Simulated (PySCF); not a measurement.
C5H12O2Si, SMILES COC(=O)[SiH2]C(C)C, GFN2-xTB optimised geometry.

```
20

C      0.41    -3.06     0.06
O     -0.31    -1.83     0.03
C      0.42    -0.70     0.00
O      1.63    -0.70     0.00
Si    -0.74     0.83     0.00
C      0.00     2.16    -1.15
C     -0.92     3.38    -1.25
C      1.40     2.59    -0.68
H      1.05    -3.09     0.95
H     -0.34    -3.85     0.10
H      1.03    -3.15    -0.83
H     -2.05     0.37    -0.45
H     -0.80     1.32     1.38
H      0.10     1.74    -2.16
H     -0.50     4.12    -1.93
H     -1.04     3.85    -0.28
H     -1.90     3.10    -1.62
H      1.34     3.07     0.29
H      2.05     1.73    -0.60
H      1.84     3.29    -1.39
```

Density from B3LYP/def2-SVP (PySCF 2.14.0) at that geometry.

Minimum of the electron density along straight lines between bonded atoms, close to the bond critical point (lines longer than 1.1 times the sum of covalent radii, or with two minima, are not listed):

| bond | length / Å | ρ at the minimum / e bohr⁻³ | ∇²ρ there / e bohr⁻⁵ | position (fraction from the first atom) |
|---|---|---|---|---|
| C1–O2 | 1.425 | 0.244 | ? | 0.34 |
| O2–C3 | 1.338 | 0.301 | ? | 0.67 |
| C3–O4 | 1.207 | 0.413 | 0.33 | 0.33 |
| C3–Si5 | 1.919 | 0.109 | 0.31 | 0.62 |
| Si5–C6 | 1.910 | 0.114 | 0.28 | 0.38 |
| C6–C7 | 1.528 | 0.242 | -0.54 | 0.50 |
| C6–C8 | 1.530 | 0.240 | -0.54 | 0.50 |
| C1–H9 | 1.092 | 0.283 | -1.10 | 0.64 |
| C1–H10 | 1.087 | 0.286 | -1.12 | 0.64 |
| C1–H11 | 1.092 | 0.283 | -1.09 | 0.64 |
| Si5–H12 | 1.464 | 0.118 | 0.33 | 0.49 |
| Si5–H13 | 1.468 | 0.116 | 0.32 | 0.49 |
| C6–H14 | 1.097 | 0.271 | -0.95 | 0.62 |
| C7–H15 | 1.089 | 0.276 | -1.01 | 0.62 |
| C7–H16 | 1.088 | 0.277 | -1.02 | 0.62 |
| C7–H17 | 1.087 | 0.278 | -1.02 | 0.62 |
| C8–H18 | 1.088 | 0.277 | -1.01 | 0.62 |
| C8–H19 | 1.087 | 0.280 | -1.06 | 0.63 |
| C8–H20 | 1.089 | 0.276 | -1.00 | 0.62 |

What belongs in the gaps?


- C1–O2, ∇²ρ there / e bohr⁻⁵: -0.36
- O2–C3, ∇²ρ there / e bohr⁻⁵: -0.27
